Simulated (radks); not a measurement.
The numbers below are computed, except where a source is named.
Isoelectronic series with 1 electrons, each ion in its NIST ground configuration. Code: a radial shooting solver on a logarithmic mesh with Libxc functionals. Model: Dirac Kohn-Sham, BLYP, spin-unpolarised, spherical densities, point nucleus. Total energies (hartree) and orbital eigenvalues (hartree):

[
 {"ion": "H", "configuration": "1s1", "E (hartree)": "-0.46262", "1s1/2": "-0.24003"},
 {"ion": "Be3+", "configuration": "1s1", "E (hartree)": "-7.80096", "1s1/2": "-6.85067"},
 {"ion": "N6+", "configuration": "1s1", "E (hartree)": "-24.15115", "1s1/2": "-22.46282"},
 {"ion": "Ne9+", "configuration": "1s1", "E (hartree)": "-49.53865", "1s1/2": "-47.10773"},
 {"ion": "Al12+", "configuration": "1s1", "E (hartree)": "-83.99999", "1s1/2": "-80.82259"},
 {"ion": "S15+", "configuration": "1s1", "E (hartree)": "-127.58537", "1s1/2": "-123.6573"},
 {"ion": "K18+", "configuration": "1s1", "E (hartree)": "-180.35896", "1s1/2": "-175.6755"},
 {"ion": "Ti21+", "configuration": "1s1", "E (hartree)": "-242.39933", "1s1/2": "-236.9550"},
 {"ion": "Mn24+", "configuration": "1s1", "E (hartree)": "-313.80003", "1s1/2": "-307.5886"},
 {"ion": "Ni27+", "configuration": "1s1", "E (hartree)": "-394.67027", "1s1/2": "-387.6845"},
 {"ion": "Ga30+", "configuration": "1s1", "E (hartree)": "-485.13581", "1s1/2": "-477.3675"},
 {"ion": "Se33+", "configuration": "1s1", "E (hartree)": "-585.33998", "1s1/2": "-576.7800"},
 {"ion": "Rb36+", "configuration": "1s1", "E (hartree)": "-695.44491", "1s1/2": "-686.0830"},
 {"ion": "Zr39+", "configuration": "1s1", "E (hartree)": "-815.63289", "1s1/2": "-805.4577"}
]
